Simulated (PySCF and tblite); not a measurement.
The numbers below are computed, except where a source is named.
System: C5H7FO2, numbered as in [CH3:1][C:2](=[O:3])/[C:4]([F:5])=[C:6](/[CH3:7])[OH:8].

Motion: rotation about the C6–O8 bond (torsion C4–C6–O8–H from 0° to 180°, rising). GFN2-xTB gives an electronic barrier of 15.6 kcal/mol and a reaction energy of 10.9 kcal/mol.

Q: What does B3LYP/pcSseg-1 + D3(BJ) give on GFN2-xTB geometries?

A: A barrier of 18.1 kcal/mol, 2.6 above the tight-binding barrier (from unrounded values), a reaction energy of 15.3 kcal/mol and, with GFN2-xTB thermal terms, ΔG‡(298 K) = 17.4 kcal/mol and k = 2.2 s⁻¹ (2 equivalent paths).

Programs: tblite and PySCF.
